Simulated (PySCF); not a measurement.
**C₆ coefficients of unlike pairs at PBE**

Calculated with PySCF 2.14 from the dipole response of each species, C₆(A,B) = (3/π) ∫ α_A(iu) α_B(iu) du, in atomic units, from isotropic polarisabilities. For ions this is the dispersion term alone; charge-induced terms of lower order in 1/R come first.

```json
{"species": "Ag", "configuration": "[Kr] 4d10 5s1 (2S)", "basis": "aug-cc-pwCVTZ-PP with ECP28MDF (8s8p7d4f3g)", "relativity": "core potential", "α (bohr³)": "46.29", "C₆ (like pair)": "355.7"}
{"species": "S⁺", "configuration": "[Ne] 3s2 3p3 (4S)", "basis": "aug-cc-pV(T+d)Z with one added diffuse shell each of s, p, d, f type (7s6p5d3f)", "relativity": "none", "α (bohr³)": "11.03", "C₆ (like pair)": "54.45"}
{"species": "C³⁺", "configuration": "[He] 2s1 (2S)", "basis": "aug-cc-pVTZ-DK (5s4p3d2f)", "relativity": "spin-free X2C", "α (bohr³)": "3.079", "C₆ (like pair)": "2.431"}
{"species": "Sc²⁺", "configuration": "[Ar] 3d1 (2D)", "basis": "def2-QZVPPD (11s6p5d3f2g)", "relativity": "none", "α (bohr³)": "5.096", "C₆ (like pair)": "14.82"}
```

(1) Estimate C₆ for Sc²⁺ with Ag.

No spin-orbit coupling is included.

The other pairs:

```json
{"pair": "C³⁺, Ag", "C₆": "29.01"}
{"pair": "C³⁺, S⁺", "C₆": "11.15"}
{"pair": "S⁺, Ag", "C₆": "130.8"}
{"pair": "Sc²⁺, C³⁺", "C₆": "5.439"}
{"pair": "Sc²⁺, S⁺", "C₆": "27.54"}
```

Results:

(1) The integral gives 64.76. The combination rule 2 C_A C_B / (C_A α_B/α_A + C_B α_A/α_B) gives 60.67 and the geometric mean 72.61.
